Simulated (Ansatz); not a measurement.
Reaction (ligand exchange at the Sn–N bond): `C[NH][SnH]([Cl])[Cl]` + H₂S → `[SH][SnH]([Cl])[Cl]` + CH₃NH₂

Computed with Ansatz on PBE0-D4/def2-TZVP structures; ΔE is electronic, products minus reactants. CBS: MP2 limit from def2 TZ/QZ plus the TZ coupled-cluster correction, frozen cores. This one scheme is used for every species. DFT in def2-TZVPP. Elements past krypton have def2 core potentials. For Sn outer-core shells are correlated without core-valence functions, which leaves a few kJ/mol of doubt a bond. One conformer a species, not always the lowest.

`C[NH][SnH]([Cl])[Cl]`:

Z-matrix (Å, degrees):
```
C
N 1 1.456
H 1 1.094 2 109.5
H 1 1.092 2 109.5 3 -117.2
H 1 1.097 2 114.3 3 121.6
Sn 2 1.996 1 119.3 3 166.5
H 2 1.012 1 111.7 3 -59.6
Cl 6 2.332 2 111.8 1 58.4
Cl 6 2.312 2 105.1 1 -54.9
H 6 1.694 2 114.1 1 -177.2
```

H₂S:

```xyz
3

S    -0.105   -0.176   -0.585
H     0.919   -0.341    0.267
H    -0.814    0.518    0.318
```

`[SH][SnH]([Cl])[Cl]`:

Cartesian coordinates in Å:
```
S -1.385 -1.354 0.178
Sn 0.480 0.112 0.054
Cl -0.289 2.268 -0.298
Cl 1.472 0.029 2.138
H -1.927 -0.837 -0.940
H 1.648 -0.218 -1.132
```

CH₃NH₂:

Z-matrix (Å, degrees):
```
C
N 1 1.453
H 1 1.092 2 109.4
H 1 1.100 2 115.4 3 -121.6
H 1 1.092 2 109.4 3 116.8
H 2 1.012 1 110.6 3 62.6
H 2 1.012 1 110.6 3 -179.3
```

| level | ΔE (kcal/mol) |
| --- | --- |
| PBE-D4 | -13.8 |
| BLYP-D4 | -12.6 |
| MP2/def2-SVP | -11.1 |
| HF/CBS(def2) | -14.5 |

(1) What does CCSD(T)/CBS give? (An estimate is asked.)

Largest T1 diagnostic among the species: 0.012.

Answers

(1) Computed: -12.2 kcal/mol. The listed levels differ from it by -1.6, -0.4, 1.1, -2.3 kcal/mol.

The D4 term adds +0.9 kcal/mol with B3LYP and +0.6 kcal/mol with PBE0; it sums over pairs of atoms, weighted by their polarisabilities, and B3LYP, whose exchange is more repulsive, gets the larger term. Leaving LDA and LC-ωPBE aside and taking each functional with its dispersion term where it has one, the values, not all of them listed here, spread over 2.1 kcal/mol, from HSE06-D4 to CAM-B3LYP-D4. LDA lies +1.6 kcal/mol from PBE without D4.

B3LYP here is the variant with VWN-RPA as its local correlation; programs differ in this.
